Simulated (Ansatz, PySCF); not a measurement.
VOCl2, SMILES [O]=[V]([Cl])[Cl] (connectivity only; charge and spin as stated), neutral, multiplicity 2. Atoms are numbered in the order given.

```xyz
4

V      0.0000     0.0000     0.3254
O      0.0000     0.0000     1.8551
Cl     0.0000     1.9254    -0.6621
Cl     0.0000    -1.9255    -0.6621
```
Charge 0, spin multiplicity 2.

Geometry optimised at ωB97X-D3(BJ)/def2-SVP. The multiplicity is an assumed one; other spin states were not compared. The isomer is the one that the SMILES or the coordinates give; other isomers of the formula were not compared.

Two levels are set side by side: PBE-D3(BJ)/def2-SVP (Ansatz, a program for electronic structure) and ωB97X-D3(BJ)/def2-SVP (PySCF). Each level has its own optimised geometry; the coordinates shown are those of the second. Frequencies come from the Hessian of PySCF at each geometry. Differences are taken from unrounded values.

```tsv
quantity	ωB97X-D3(BJ)	PBE-D3(BJ)	PBE-D3(BJ) minus ωB97X-D3(BJ)
mean bond length (Å)	1.952	1.967	0.015
bond V1–O2 (Å)	1.530	1.563	0.034
bond V1–Cl3 (Å)	2.164	2.169	0.005
bond V1–Cl4 (Å)	2.164	2.169	0.005
highest harmonic wavenumber (cm⁻¹)	1208	1106	-102
mean harmonic wavenumber (cm⁻¹)	423	396	-28
zero-point energy (kcal/mol)	3.63	3.39	-0.24
```

GGA bonds tend to be longer and softer than those of functionals with exact exchange. Differences between two approximate levels are no errors against the true value.
